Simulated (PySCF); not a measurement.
CHF2O3S, SMILES O=S(=O)(O)[C](F)F, multiplicity 2.

The structure is a stationary point at TPSSh-D3(BJ)/def2-SVP. The isomer is the one that the SMILES or the coordinates give; other isomers of the formula were not compared. Other conformers were not sampled.

These are SMD-M06-2X/6-31G* (PySCF) values and carry that method's errors.

Solvation free energies are E(SMD) − E(gas) at the gas-phase geometry, for 1 M in both phases. In vacuum the dipole moment is 2.82 D.

| solvent | ΔG(solv) (kcal/mol) | its non-electrostatic (CDS) part | dipole (D) |
|---|---|---|---|
| water | -6.7 | 3.7 | 3.64 |
| n-hexane | -1.8 | 0.0 | 2.99 |
| diethylether | -4.6 | -1.1 | 3.14 |
